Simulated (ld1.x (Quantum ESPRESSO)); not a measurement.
## Varying the RRKJ potential for lithium

Base potential:

ld1.x (Quantum ESPRESSO) 7.5 input, shortened:

```
&input
   title='Li', zed=3., rel=1, dft='PBE', iswitch=3,
   config='[He] 2s1 2p0 3d-2'
 /
 &inputp
   pseudotype=2, tm=.false., rho0=0.01, lloc=2,
   nlcc=.true., new_core_ps=.true., rcore=3.20
 /
3
2S  1  0   1.00   0.00  3.15  3.15  0.0
2P  2  1   0.00   0.00  4.20  4.20  0.0
3D  3  2  -2.00   0.35  4.40  4.40  0.0
 &test
   configts(1)='2s1 2p0'
 /
```

All-electron outer shells of the reference configuration (PBE, scalar-relativistic, ld1.x):

```json
{"shell": "1s", "level (eV)": "-51.85", "outermost node (bohr)": "–", "outermost maximum (bohr)": "0.36"}
{"shell": "2s", "level (eV)": "-2.87", "outermost node (bohr)": "0.83", "outermost maximum (bohr)": "3.12"}
{"shell": "2p", "level (eV)": "-1.09", "outermost node (bohr)": "–", "outermost maximum (bohr)": "3.81"}
```

Cutoffs, loose and tight: the cutoffs (Ry, on a coarse ladder) from which the occupation-weighted sum of valence levels, in a spherical-Bessel basis at the reference potential, stays within 10 and 1 mRy of its value at 400 Ry. They do not see the model core or the augmentation charge, which bear on the density cutoff. Test errors are all-electron minus pseudo excitation energies from the reference, over the configurations 2s0.5 2p0; 2s0 2p1. A dash means not determined; rows that change the core or the reference have their own tests.

A true bound ghost makes a file unfit for plane-wave use even where its test errors are small: the radial tests pick states by their node count and pass the ghost by.

```tsv
change	outcome	cutoff, loose	cutoff, tight	bound ghosts	largest test error (meV)
base	generated	10 Ry	15 Ry	none	+8.5
wave 2s (bound): rc 3.15 bohr becomes 2s (bound): rc 4.72 bohr	failed: compute_phi: phi has nodes before r_c	–	–	–	–
type TM semilocal; rho0 0	generated	6 Ry	6 Ry	none	+3.8
all radii but the core radius scaled by about 1.32 (s 4.16, p 5.56, d 5.82 bohr)	failed: compute_phi: phi has nodes before r_c	–	–	–	–
```

Q: What comes out with this change to the base: core none, valence charge 3; reference 1s2 2s0.5 2p0; waves now 2p (bound): rc 4.20 bohr; 3d channel at 0.35 Ry: rc 3.95 bohr; 1s (bound): rc 0.40 bohr; local potential the s channel; core correction none?

A: outcome: generated; cutoff, loose: over 300 Ry; cutoff, tight: over 300 Ry; bound ghosts: p; largest test error (meV): +5.9.

Q: What comes out with this change to the base: core correction Bessel-smoothed model core inside 2.36 bohr?

A: outcome: generated; cutoff, loose: 10 Ry; cutoff, tight: 15 Ry; bound ghosts: none; largest test error (meV): -7.9.

Q: What comes out with this change to the base: wave 3d channel at 0.35 Ry: rc 4.40 bohr becomes 3d channel at 0.35 Ry: rc 6.32 bohr?

A: outcome: generated; cutoff, loose: 8 Ry; cutoff, tight: 15 Ry; bound ghosts: none; largest test error (meV): +8.0.
